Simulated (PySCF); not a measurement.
H$_{4}$AsSi, doublet, geometry from GFN2-xTB.

Input for PySCF:
```python
from pyscf import gto, scf, dft

mol = gto.Mole()
mol.atom = '''
    Si   -1.40329534   -0.53462063    0.03897477
    As    0.72861432    0.32423351   -0.02335434
    H    -1.67313328   -1.31833068    1.25215617
    H    -2.36838393    0.56910308    0.00592110
    H    -1.70511391   -1.41474898   -1.09857261
    H     1.34849332   -1.05104054    0.06554169
'''
mol.basis = 'sto-3g'
mol.spin = 1
mol.verbose = 4
mol.build()

mf = dft.UKS(mol)
mf.xc = 'pbe'
mf.kernel()
```

What number of basis functions does PBE/STO-3G (PySCF) give?

31

What total energy does PBE/STO-3G give?

-2498.517888 Ha

Give the nuclear repulsion energy at the level PBE/STO-3G.

153.4049 Eh

These values belong to the state on which the SCF converged, which isn't shown to be the lowest.
